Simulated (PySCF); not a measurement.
P (phosphorus, neutral) across methods

[Ne] 3s1 3p3 4s1, high-spin 6S determinant (an excited configuration). Computed with PySCF 2.14 in aug-cc-pCVTZ-DK with one added diffuse shell each of s, p, d, f type (9s8p6d4f, 91 functions), with scalar relativity by spin-free X2C-1e.

```json
{"method": "r2SCAN", "E (hartree)": "-341.6241", "mean ε 3s α (eV)": "-21.423", "mean ε 3p α (eV)": "-11.642", "mean ε 4s α (eV)": "-2.154", "Σ⟨r²⟩ (bohr²)": "62.56", "⟨S²⟩": "8.750"}
{"method": "PW91", "E (hartree)": "-341.6224", "mean ε 3s α (eV)": "-20.389", "mean ε 3p α (eV)": "-11.137", "mean ε 4s α (eV)": "-2.158", "Σ⟨r²⟩ (bohr²)": "61.15", "⟨S²⟩": "8.750"}
{"method": "LDA", "E (hartree)": "-340.3500", "mean ε 3s α (eV)": "-20.198", "mean ε 3p α (eV)": "-11.038", "mean ε 4s α (eV)": "-2.241", "Σ⟨r²⟩ (bohr²)": "60.04", "⟨S²⟩": "8.750"}
{"method": "UHF", "E (hartree)": "-341.14604", "mean ε 3s α (eV)": "-29.605", "mean ε 3p α (eV)": "-16.413", "mean ε 4s α (eV)": "-3.399", "Σ⟨r²⟩ (bohr²)": "65.63", "⟨S²⟩": "8.750"}
{"method": "TPSS", "E (hartree)": "-341.6498", "mean ε 3s α (eV)": "-20.685", "mean ε 3p α (eV)": "-11.228", "mean ε 4s α (eV)": "-2.065", "Σ⟨r²⟩ (bohr²)": "62.28", "⟨S²⟩": "8.750"}
{"method": "PBE", "E (hartree)": "-341.4770", "mean ε 3s α (eV)": "-20.365", "mean ε 3p α (eV)": "-11.113", "mean ε 4s α (eV)": "-2.134", "Σ⟨r²⟩ (bohr²)": "61.57", "⟨S²⟩": "8.750"}
{"method": "PBE0", "E (hartree)": "-341.5093", "mean ε 3s α (eV)": "-22.814", "mean ε 3p α (eV)": "-12.555", "mean ε 4s α (eV)": "-2.517", "Σ⟨r²⟩ (bohr²)": "62.24", "⟨S²⟩": "8.750"}
```

(1) Estimate the same row for LC-wPBE.

The outer electron is Rydberg-like, and this basis confines it to a smaller radius and binds it less than a complete one would.

## Answers

(1) E (hartree) = -341.5295; mean ε 3s α (eV) = -26.443; mean ε 3p α (eV) = -15.551; mean ε 4s α (eV) = -3.607; Σ⟨r²⟩ (bohr²) = 64.28; ⟨S²⟩ = 8.750.
